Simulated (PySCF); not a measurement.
Potential energy of SnCl⁻ along the bond

Set-up: PySCF, scalar-relativistic core potentials, basis sets Sn aug-cc-pVDZ-PP with ECP28, Cl aug-cc-pV(D+d)Z. Energies in eV from Sn + Cl⁻ in their ground configurations at the same level. State: ³Σ⁻ (triplet), unpaired electrons π ↑↑.

| R (Å) | PBE0 |
| --- | --- |
| 2.217 | -1.189 |
| 2.320 | -1.548 |
| 2.423 | -1.734 |
| 2.501 | -1.796 |
| 2.578 | -1.810 |
| 2.655 | -1.790 |
| 2.759 | -1.726 |
| 2.887 | -1.612 |
| 3.042 | -1.451 |
| 3.248 | -1.233 |

Put a parabola through the three lowest points of the PBE0 curve and estimate Re, k and ωe (reduced mass 27.07 u; 1 eV/Å² = 0.16022 mdyn/Å; ωe = 1302.8·√(k/μ) cm⁻¹).

Through R = 2.501, 2.578, 2.655 Å the second-order coefficient is 2.87 eV/Å², so Re ≈ 2.571 Å, k ≈ 0.919 mdyn/Å and ωe ≈ 240 cm⁻¹. A polynomial fit of higher order to the unrounded PBE0 energies gives Re = 2.567 Å, k = 0.957 mdyn/Å, ωe = 245 cm⁻¹; anharmonicity and rounding make the difference.

The higher-order fit for each curve: PBE0: Re = 2.567 Å, ωe = 245 cm⁻¹, De = 1.81 eV.

These are scalar-relativistic numbers at best; spin–orbit coupling would shift them, the dissociation energy most. For an ion De counts to the pair picked by the measured ionisation energies or electron affinities, which need not be the lowest pair at this level. The highest Kohn–Sham level is positive in this anion. Much of that is self-interaction error, but it also means that the finite basis helps to hold the extra electron. The state is the lowest determinant that a PBE0 search found; another state may lie lower at other levels.
